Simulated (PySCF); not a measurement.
Species: 1-indanone, C9H8O.
SMILES with atom numbers: `[O:1]=[C:2]1[CH2:3][CH2:4][c:5]2[cH:6][cH:7][cH:8][cH:9][c:10]21`

NICS is the negative of the GIAO shielding at a point without a nucleus: at the ring centre (0) and 1 Å above and below it (1); zz is the component along the ring normal. Level: GIAO PBE0/pcSseg-1 (PySCF, non-relativistic, gas phase) on the GFN2-xTB geometry, one conformer.

Ring bond lengths (Å), with Mayer bond orders in brackets: C2–C3 1.523 (1.03), C3–C4 1.534 (1.02), C4–C5 1.499 (1.03), C5–C10 1.395 (1.32), C10–C2 1.469 (0.95); C5–C6 1.382 (1.43), C6–C7 1.387 (1.45), C7–C8 1.389 (1.41), C8–C9 1.383 (1.45), C9–C10 1.388 (1.39), C10–C5 1.395 (1.32).

Problem. What do the NICS probes read (ppm)?

Solution. 
```csv
ring,type,NICS(0),"NICS(1), two faces","NICS(1)zz, two faces",rms pucker (Å),"centre to ring atoms, mean (Å)"
C2–C3–C4–C5–C10,"5-membered carbocycle; formal bonds 1 aromatic, 4 single",2.5,-2.4 / -2.4,-2.1 / -2.1,0.00,1.26
C5–C6–C7–C8–C9–C10,6-membered carbocycle; formal bonds all aromatic,-8.0,-11.2 / -11.2,-27.5 / -27.5,0.00,1.39
```

Problem. What can be read from them?

Solution. 
- C2–C3–C4–C5–C10: mean NICS(1)zz -2.1 ppm, near zero. C3, C4 have four or more neighbours; no verdict on aromaticity is drawn.
- C5–C6–C7–C8–C9–C10: mean NICS(1)zz -27.5 ppm, shielded. For a flat ring without four-coordinate atoms the NICS criterion counts such a value as aromatic, though in fused rings the probe also feels the neighbouring ring.

Problem. What does the geometric index give? HOMA = 1 − mean of α(R − Ropt)² over the ring bonds, with Krygowski's 1993 parameters (CC: Ropt 1.388 Å, α 257.7 Å⁻²).

Solution. 
- C5–C6–C7–C8–C9–C10: HOMA 1.00 = 1 − EN − GEO, with mean bond length 1.387 Å, EN = α(Ropt − mean)² = 0.000 and GEO = α × variance = 0.005. The geometric and the magnetic index point the same way.

Problem. At the first NICS(1) probe listed for ring C2–C3–C4–C5–C10, 1 Å off the ring, how large is the induced field along the normal in 14.1 T applied along it?

Solution. NICSzz × B0 = -2.1 ppm × 14.1 T = -30 μT, against the applied field.

The run took 29 s wall on Arm Neoverse V2, one thread, no GPU, on a shared host. This is the whole shielding run at PBE0/pcSseg-1, SCF included.
